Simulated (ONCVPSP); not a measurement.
What the settings do to the ONCV potential of hydrogen

Base potential:

hydrogen, optimised norm-conserving Vanderbilt (ONCV), made with ONCVPSP 4.0.1 (PBE, non-relativistic). Core none, reference 1s1. Waves: 1s: rc 1.00 bohr, ncon 4, nbas 7, qcut 7.4 1/bohr, 2 projectors, debl 3.4 Ha; p scattering state at 0.18 Ha: rc 0.90 bohr, ncon 4, nbas 9, qcut 7.8 1/bohr, local. Local part: the p channel. Core correction: none.

Cutoffs, loose and tight: the cutoffs (Ha) at which the residual kinetic energy of the hardest occupied pseudo-wave falls to 1 and 0.1 mHa per electron. They do not see the model core or the augmentation charge, which bear on the density cutoff. Test errors are all-electron minus pseudo excitation energies from the reference, over the configurations 1s0.5. A dash means not determined; rows that change the core or the reference have their own tests.

| change | outcome | cutoff, loose | cutoff, tight | bound ghosts | GHOST(+) flags above zero |
| --- | --- | --- | --- | --- | --- |
| base | generated | 18 Ha | 27 Ha | none | none |
| s: rc 0.74 | failed: test_data: rc < rc(lloc) for l = 0. Not allowed. | – | – | – | – |
| s: rc 0.8 | failed: test_data: rc < rc(lloc) for l = 0. Not allowed. | – | – | – | – |
| s: rc 1.04 | generated | 18 Ha | 26 Ha | none | none |
| s: rc 1.22 | generated | 16 Ha | 22 Ha | none | none |
| s: rc 1.36 | generated | 14 Ha | 20 Ha | none | none |

What comes out with this change to the base: s: rc 1.48?

outcome: generated; cutoff, loose: 13 Ha; cutoff, tight: 19 Ha; bound ghosts: none; GHOST(+) flags above zero: none.

What comes out with this change to the base: s: rc 0.94?

outcome: generated; cutoff, loose: 19 Ha; cutoff, tight: 31 Ha; bound ghosts: none; GHOST(+) flags above zero: none.

What comes out with this change to the base: s: rc 1.14?

outcome: generated; cutoff, loose: 16 Ha; cutoff, tight: 23 Ha; bound ghosts: none; GHOST(+) flags above zero: none.

Reading the sweep of the s radius (base included, trends over the rows without a ghost): The loose cutoff falls from 19 Ha at 0.94 to 13 Ha at 1.48 bohr. A larger radius leaves more room for a smooth pseudo-wave, so fewer plane waves are needed; a smaller one forces it to follow the all-electron wave where it bends sharply. The generation fails at 0.74, 0.8 bohr.
